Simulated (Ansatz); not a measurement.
Abridged output of a molecular run in Ansatz:

```
Functional definition: HF
1148 factors; integrals over basis functions are off by at most 1.6e-3 eV
mean field evaluation 1: about -13106.7251 eV, gradient 4.1e1 eV
mean field evaluation 2: about -13106.7287 eV, gradient 4.1e1 eV
mean field evaluation 4: about -13110.8342 eV, gradient 4.2e0 eV
mean field evaluation 8: about -13110.8966 eV, gradient 5.0e-4 eV
mean field -13110.89662511 eV, -481.8165640880 hartree, gradient 1.5e-6 eV, S^2 0.000000; 0 other end points of the search recorded, 0 dependent functions left out; unrestricted orbitals would lower it
9 core orbitals not correlated: weight in the atoms' cores, before any rotation towards them, 1.000 or more for the frozen orbitals, at most 0.000 for the correlated occupied ones
reference -13110.89662511 eV, -481.8165640880 hartree; 15, 15 occupied and 90, 90 virtual orbitals, 1148 factors
second order -19.19659627 eV of doubles, -0.00000000 eV of singles
cycle   1  -20.12938665 eV  change   -9.3e-1 eV  update   1.1e-1
cycle   2  -20.67086252 eV  change   -5.4e-1 eV  update   3.4e-2
cycle   3  -20.80728519 eV  change   -1.4e-1 eV  update   1.9e-2
cycle   4  -20.80156842 eV  change    5.7e-3 eV  update   4.9e-3
cycle   5  -20.79995639 eV  change    1.6e-3 eV  update   2.1e-3
cycle   6  -20.80001095 eV  change   -5.5e-5 eV  update   7.0e-4
cycle   7  -20.79967382 eV  change    3.4e-4 eV  update   2.5e-4
cycle   8  -20.79965824 eV  change    1.6e-5 eV  update   8.4e-5
cycle   9  -20.79968464 eV  change   -2.6e-5 eV  update   3.1e-5
perturbative correction -0.60479301 eV, -0.0222257333 hartree
Total energy: -13132.30110277 eV, -482.6031641333 hartree
```

Its atoms:

```xyz
13

C    -0.151   -0.447    1.109
C    -0.298    0.462   -0.100
C     1.019    1.158   -0.453
Si   -1.008   -0.319   -1.711
O    -1.268   -1.893   -1.277
H    -1.104   -0.897    1.409
H     0.560   -1.258    0.916
H     0.228    0.095    1.982
H    -1.031    1.251    0.137
H     0.917    1.811   -1.326
H     1.803    0.429   -0.684
H     1.382    1.772    0.377
H    -1.051   -2.164   -0.378
```

(1) Which basis set was used?
A. cc-pV(T+d)Z
B. def2-SVPD
C. def2-SVP
D. def2-QZVPP

(2) Write the keys of the input that set method, charge and spin (a neutral closed shell needs none for the last two).

## Answers

(1) C. It gives 114 functions.

(2) 
```yaml
correlation: {method: ccsd_t}
```
